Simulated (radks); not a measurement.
The numbers below are computed, except where a source is named.
Ionisation of Co, [Ar] 3d7 4s2, to Co+, [Ar] 3d8, under several functionals. Non-relativistic Kohn-Sham, spin-polarised, spherical densities, point nucleus; open shells are filled with parallel spins first; a radial shooting solver on a logarithmic mesh with Libxc functionals.

functional                                      E(Co) (hartree)  Exc (hartree)  IE (eV)  -e(HOMO) (eV)  <r> HOMO (bohr)  IE error (eV)
BP86                                                -1382.92755      -59.37304    7.370          5.263            2.988         -0.511
LDA (Slater exchange, Perdew-Wang correlation)      -1380.15653      -56.55000    7.374          5.289            2.974         -0.507
Wu-Cohen GGA                                        -1382.05875      -58.49221    7.121          5.102            2.984         -0.760
TASK exchange with Perdew-Wang LDA correlation      -1382.10043      -58.58289    7.208          5.512            3.055         -0.673
XLYP                                                -1383.04889      -59.49514    7.390          5.086            3.000         -0.491
LDA (Slater exchange, VWN5 correlation)             -1380.16730      -56.56119    7.370          5.286            2.975         -0.511
PBE                                                 -1382.47401      -58.91328    7.221          5.085            3.006         -0.660

NIST Atomic Spectra Database: 7.881 eV (measured). Closest: XLYP. The Delta-SCF values span 0.27 eV, the total energies 2.89 hartree. The highest occupied level is 4s. Open shells are spherical and high-spin; term and fine-structure splittings are not resolved.
